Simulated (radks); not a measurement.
Task: The rhodium ion Rh3+, configuration [Kr] 4d6. Calculated with a radial shooting solver on a logarithmic mesh with Libxc functionals: Dirac Kohn-Sham, PBE, spin-unpolarised, spherical densities, point nucleus; open shells fill j = l - 1/2 first. Some entries of the table are withheld. Estimate them.

| orbital | occ. | eigenvalue (eV) | <1/r> (bohr^-1) |
|---|---|---|---|
| 1s1/2 | 2 | -23063.08 | 47.06 |
| 2s1/2 | 2 | -3374.345 | 10.79 |
| 2p1/2 | 2 | -3126.839 | (1) |
| 2p3/2 | 4 | -2982.225 | (2) |
| 3s1/2 | 2 | -633.1454 | 3.744 |
| 3p1/2 | 2 | (3) | 3.647 |
| 3p3/2 | 4 | (4) | 3.503 |
| 3d3/2 | 4 | (5) | (6) |
| 3d5/2 | 6 | (7) | (8) |
| 4s1/2 | 2 | -118.3727 | 1.417 |
| 4p1/2 | 2 | (9) | 1.301 |
| 4p3/2 | 4 | (10) | 1.258 |
| 4d3/2 | 4 | -39.7232 | 0.9727 |
| 4d5/2 | 2 | -39.2331 | 0.9625 |
| 5s1/2 | 0 | -29.6538 | 0.5271 |
| 5p1/2 | 0 | -22.9749 | 0.4565 |
| 5p3/2 | 0 | -22.4392 | 0.4460 |

Result: 
(1) 2p1/2 <1/r> (bohr^-1): 10.77
(2) 2p3/2 <1/r> (bohr^-1): 10.17
(3) 3p1/2 eigenvalue (eV): -536.3027
(4) 3p3/2 eigenvalue (eV): -511.4165
(5) 3d3/2 eigenvalue (eV): -340.0425
(6) 3d3/2 <1/r> (bohr^-1): 3.331
(7) 3d5/2 eigenvalue (eV): -335.1337
(8) 3d5/2 <1/r> (bohr^-1): 3.293
(9) 4p1/2 eigenvalue (eV): -88.6953
(10) 4p3/2 eigenvalue (eV): -84.6839
